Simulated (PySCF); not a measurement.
# Unknown compound

The spectra below were simulated for a compound C2H12O2Si4.

1H NMR (500 MHz, computed): δ 5.43 (m, 1H), 4.02 (m, 1H), 3.59 (d, 3H), 3.57 (m, 3H), 3.33 (m, 1H), 2.15 (s, 3H).

13C{1H} NMR (computed): δ 180.8 (C), 24.5 (CH3).

Relativity neglected, averaged over atoms made equivalent by symmetry, fast rotation or ring inversion, one conformer, isolated molecule. Geometry: GFN2-xTB; shieldings: GIAO PBE0/pcSseg-1; PySCF 2.14.0 with density-fitted response routines.

δ = σ(ref) − σ, references computed at the same level: 1H (31.72 ppm), 13C (186.93 ppm) against TMS.

Task: Which of these isomers gave the spectra?
A. C[Si]([SiH3])([SiH3])[SiH2]OC=O
B. O=CC([SiH3])([SiH3])[SiH2]O[SiH3]
C. CC(=O)O[Si@H]([SiH3])[SiH2][SiH3]
D. C[SiH](C)O[SiH]1[SiH2]O[SiH2]1

Result: C. 

The formula gives 1 degree of unsaturation (no ring in the answer). 2 carbon signals for 2 carbons: no two carbons are equivalent. Carbon types of the structure: 1 × C, 1 × CH3, leaving 9 H on heteroatoms. δC 180.8: carbonyl carbon. δC 24.5: methyl carbon α to a carbonyl; α to the electron-withdrawing carbonyl group. δH 5.43: hydrogen on a silicon bonded to O, 2 Si. δH 4.02, 3.33: hydrogen on a silicon bonded to 2 Si. δH 2.15: hydrogen on a methyl carbon α to a carbonyl; α to C=O.

The others: C[Si]([SiH3])([SiH3])[SiH2]OC=O would give 4 signals for carbon-bound and other non-exchanging H, not 6; O=CC([SiH3])([SiH3])[SiH2]O[SiH3] would give 4 signals for carbon-bound and other non-exchanging H, not 6; C[SiH](C)O[SiH]1[SiH2]O[SiH2]1 would give 1 carbon signal, not 2.

Shifts are as computed. Against solution values, carbons near 30 ppm lie about +3 ppm off and those near 130 ppm about +5 ppm. Of 1211 compounds with measured shifts, 218 miss one by over three times the rms of a fit or turn the order of signals round; such compounds aren't used in these exercises. No couplings were computed; multiplicities are counted from neighbouring protons, with m where these are inequivalent, close in shift, in a saturated or five-membered ring or joined by F or P, and br s for small geminal =CH2 splittings.
